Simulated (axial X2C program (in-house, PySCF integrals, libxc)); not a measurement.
## Worked dissociation energy of SnTl⁺: PBE0, scalar-relativistic

All values were computed with an in-house all-electron X2C program for linear molecules (integrals from PySCF). Spin-free means the one-electron spin-free X2C Hamiltonian; the speed of light was multiplied by 0.9, so these are model numbers, not those of the real molecule. Basis: Tl dyall-v2z [11s13p9d5f], Sn dyall-v2z [9s10p7d] (cores contracted in-house); Gaussian nuclei, density fitting, unrestricted open shells. Masses: Tl 204.974 u, Sn 119.902 u.

Molecular state: M_S = 1, Λ = 1 (beyond evenly filled blocks: σα, π+α).

```
E(Tl+) (2M_S = 0, M_L = 0) : -20628.063442 hartree
E(Sn) (2M_S = 2, M_L = 0)  : -6214.520563 hartree
E(SnTl⁺) at Re             : -26842.613064 hartree
ωe                         : 66.0 cm⁻¹
ωexe                       : 0.221 cm⁻¹
```

Task: Work out De and D0.

Result: De = -20628.063442 + (-6214.520563) − (-26842.613064) = 0.02906 hartree = 0.791 eV. The zero-point energy is ωe/2 − ωexe/4 = 33 cm⁻¹ = 0.004 eV, so D0 = 0.787 eV.

Occupations by symmetry block were frozen at the best pattern of an incomplete PBE0 search. De is counted from the lowest determinant-based energies of the atoms at the same level, without counterpoise correction. Other states lie close and PBE0, whose exact exchange favours high spin, may order them wrongly; the determinant shown need not be the ground state. The nearest other spin-free determinant of the search, M_S = 0, Λ = 1, lies 0.25 eV up at the distance of the search. Without a current term, density functionals place determinants with orbital angular momentum somewhat too high. The atomic limit has a lower orbital projection than the molecule and lies lower at mean-field level, so De may be about a tenth of an eV too small. Spin-free De lacks the spin–orbit lowering of the heavy p-block atom, a tenth of an eV or more for 4p and 5p, up to an eV for 6p and one to two eV for 7p atoms, less what an open-shell molecule gains itself. With spin–orbit coupling the lowest determinant has another configuration, so this spin-free state is a model.

Each atomic determinant is the lowest at this level and need not be a pure term. Totals compare only within one Hamiltonian and basis.
